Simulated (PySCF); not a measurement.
[MoBr6]2-: Mo(IV) (d2), charge -2. The structure is a model geometry with rigid ligands and bond lengths from ionic radii, not a minimum; coordination octahedral, point group Oh, metal–donor distances 2.51 Å.

The d shell alone is too small an active space for [MoBr6]2- (an active orbital has only 0.58 squared overlap with the free ion's shell): its levels, fitted parameters, g values and moments show what this model gives and aren't sound predictions.

Method (PySCF 2.14, density fitting): CASSCF(2,5) with orbitals averaged over all microstates of the shell, strongly contracted NEVPT2 on the averaged canonical orbitals; basis x2c-TZVPall on the metal, x2c-SVPall elsewhere; spin-free X2C; IEF-PCM water; spin-orbit coupling by state interaction with the mean-field operator over all roots.

CASSCF energies above the lowest CASSCF root:

```tsv
state	CASSCF / cm⁻¹
3T1g	0
1T2g	9116
1Eg	9350
1A1g	21388
3T2g	22446
3T1g	29687
1T2g	30946
1T1g	33477
3A2g	46841
1Eg	55451
1A1g	65302
```

**Question.** How does dynamic correlation (SC-NEVPT2) move these states?

**Answer.** 
```csv
state,NEVPT2 / cm⁻¹,shift / cm⁻¹
3T1g,0,0
1T2g,7650,-1466
1Eg,7832,-1518
1A1g,17654,-3734
3T2g,25645,+3198
3T1g,30349,+662
1T2g,32226,+1280
1T1g,34174,+697
3A2g,51423,+4582
1Eg,57598,+2146
1A1g,63866,-1436
```

Charge-transfer states lie outside this active space and may come lower than some of these levels. The ground state is orbitally degenerate in this regular structure, which would distort (Jahn–Teller). NEVPT2 lifts 3T2g from 22446 to 25645 cm⁻¹; on the d shell alone it tends to overshoot states that fill the eg-type orbitals. NEVPT2 on the d shell alone tends to put d–d bands too high for such charged or covalently bound ions.
